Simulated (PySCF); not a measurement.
These are B3LYP-D3(BJ)/def2-TZVP (PySCF) values and carry that method's errors. Isolated molecules, 0 K electronic values unless said otherwise. One relaxed conformer stands for a flexible species; it need not be the lowest. B3LYP has the VWN-RPA correlation part, as in Gaussian. 

Reference species (SMILES): `[H]/B=[SiH]\B` (neutral, multiplicity 1).

| Property | Value |
|---|---|
| LUMO | -3.00 eV |
| HOMO | -6.09 eV |

Changed species: `B1B[SiH2]1`.

Question: Give the shifts of the LUMO and HOMO.

Answer: the LUMO rises by 0.89 eV, to -2.11 eV; the HOMO drops by 0.66 eV, to -6.75 eV.
